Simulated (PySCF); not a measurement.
Species: C5H8Si.
Atom-mapped SMILES: `[CH2:1]=[CH:2][C:3]#[C:4][CH2:5][SiH3:6]` (hydrogens: H7, H8 on C1; H9 on C2; H10, H11 on C5; H12, H13, H14 on Si6)

The calculation used PySCF 2.14.0, PBE0-D3(BJ)/def2-SVP geometry optimisation, gas phase.

List the bond lengths and angles at this level.

```
                     bond  length (Å)
                    C1=C2       1.342
                    C2–C3       1.422
                    C3≡C4       1.217
                    C4–C5       1.448
                   C5–Si6       1.903
                    C1–H7       1.093
                    C1–H8       1.092
                    C2–H9       1.097
           C5–H10, C5–H11       1.104
Si6–H12, Si6–H13, Si6–H14       1.493
```

Bonds in one row agree within 0.01 Å and their mean is given. A selection of angles:
```
      angle  degrees
   C2–C1–H7    121.5
   C2–C1–H8    120.7
   H7–C1–H8    117.8
   C1–C2–C3    125.0
   C1–C2–H9    119.1
   C3–C2–H9    115.9
   C2–C3–C4    178.5
   C3–C4–C5    177.1
  C4–C5–Si6    111.3
  C4–C5–H10    111.1
 Si6–C5–H10    108.3
 H10–C5–H11    106.8
 C5–Si6–H12    109.1
H12–Si6–H13    109.3
```

The C–C distances run from 1.217 Å (C3≡C4, drawn triple) to 1.448 Å (C4–C5, drawn single), a spread of 0.231 Å. Si6 (SiH3 silicon) is tetrahedral (angles from 109.1° to 109.7°).

Point group: C1 (no symmetry element, even within 0.4 Å). Stationary, but not proved a minimum.

On one thread of an Arm Neoverse N1, shared host, this took 67 s wall and 0.52 GiB of memory at its peak. That covers the optimisation of the geometry.
